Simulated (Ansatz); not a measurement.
Stepwise reaction of `[NH2][Ti]([NH2])([NH2])[Cl]` with hydrogen chloride, as a gas-phase model of exchange steps in deposition or etching. ΔE in kJ/mol.

Gas-phase electronic energies from Ansatz, PBE0-D4/def2-TZVP geometries. CCSD(T)/CBS is the MP2 limit (def2-TZVPP, def2-QZVPP) plus CCSD(T) − MP2 in def2-TZVPP, frozen cores. This one scheme is used for every species. Functionals use def2-TZVPP. B3LYP here is the variant with VWN-RPA as its local correlation; programs differ in this. For Ti outer-core shells are correlated without core-valence functions, which leaves a few kJ/mol of doubt a bond. Scalar relativity is left out up to krypton. Each species was taken in one conformer, which may not be the lowest.

| step | reaction | PBE-D4 | B3LYP-D4 | ωB97M-V | CCSD(T)/CBS |
| --- | --- | --- | --- | --- | --- |
| 1 | `[NH2][Ti]([NH2])([NH2])[Cl]` + HCl → `[NH2][Ti]([NH2])([Cl])[Cl]` + NH₃ | -89.1 | -88.5 | -86.4 | -86.4 |
| 2 | `[NH2][Ti]([NH2])([Cl])[Cl]` + HCl → `[NH2][Ti]([Cl])([Cl])[Cl]` + NH₃ | -78.7 | -77.0 | -73.9 | -74.6 |
| 3 | `[NH2][Ti]([Cl])([Cl])[Cl]` + HCl → `[Cl][Ti]([Cl])([Cl])[Cl]` + NH₃ | -74.0 | -70.2 | -65.6 | -68.0 |

Task: By hand: ΔE of the 3 steps together at CCSD(T)/CBS.

Result: (-86.4) + (-74.6) + (-68.0) = -229.0 kJ/mol, or -76.3 kJ/mol a step.

In ΔE each step is higher than the one before. All are downhill at CCSD(T)/CBS. PBE-D4 differs from CCSD(T)/CBS by -6.0 to -2.7 kJ/mol a step. Isolated molecules leave out the surface, adducts and barriers. Largest T1 diagnostic: 0.025.
